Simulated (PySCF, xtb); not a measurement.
CH₈ClNSi₂, SMILES [SiH3][Si@@](N)(Cl)C. The values are those of a single conformer.

Harmonic wavenumbers (cm⁻¹) from GFN2-xTB run with xtb 6.7.1 at its own minimum, in rising order: 15, 98, 105, 119, 166, 184, 199, 211, 370, 450, 453, 477, 506, 720, 780, 785, 800, 805, 817, 840, 896, 1375, 1483, 1487, 1519, 2225, 2240, 2244, 3027, 3042, 3050, 3456, 3498.

Problem. What does PBE-D3(BJ)/def2-SVP (PySCF) give at its own minimum? (The exact figures need the calculation; the answer reports its results.)

Solution. 93, 109, 130, 151, 189, 211, 221, 299, 401, 459, 484, 489, 518, 688, 728, 769, 824, 846, 877, 901, 905, 1214, 1376, 1380, 1497, 2145, 2158, 2168, 2977, 3077, 3092, 3468, 3564. Paired by order, the mean absolute difference is 47 cm⁻¹ and the zero-point energies are 55.0 and 54.9 kcal/mol.
